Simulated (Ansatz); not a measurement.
Basis-set series for `[SnH3][CH2][SnH3]`. Total charge 0; spin multiplicity 1. Sn takes the def2 core potential. All single points use the PBE0-D4/def2-TZVP geometry.

Cartesian coordinates in Å:
```
Sn -0.3388 0.0079 1.7944
C 0.2871 0.8379 -0.0775
Sn 0.1720 -0.4946 -1.7494
H -0.1948 1.1723 3.0382
H 0.6369 -1.3432 2.1726
H -1.9684 -0.4932 1.6784
H 1.3204 1.1759 0.0236
H -0.3308 1.7127 -0.2906
H -1.4445 -1.0082 -1.9578
H 1.1598 -1.8586 -1.4591
H 0.7011 0.2912 -3.1727
```

```tsv
functional	basis	functions	energy (Eh)	HOMO (eV)	LUMO (eV)
PBE0-D4	def2-TZVPP	243	-471.43979	-8.00	-0.25
PBE0-D4	def2-QZVPP	461	-471.44650	-8.01	-0.33
ωB97M-V	def2-TZVPP	243	-471.33450	-10.09	1.10
ωB97M-V	def2-QZVPP	461	-471.34135	-10.09	0.85
```

(1) Give the rows for def2-SVP. (Estimate.)

Results:

(1) Computed: 
```json
{"functional": "PBE0-D4", "basis": "def2-SVP", "functions": "106", "energy (Eh)": "-471.37314", "HOMO (eV)": "-7.99", "LUMO (eV)": "0.12"}
{"functional": "ωB97M-V", "basis": "def2-SVP", "functions": "106", "energy (Eh)": "-471.26085", "HOMO (eV)": "-10.04", "LUMO (eV)": "1.77"}
```

Positive LUMOs are unbound and depend on the basis.
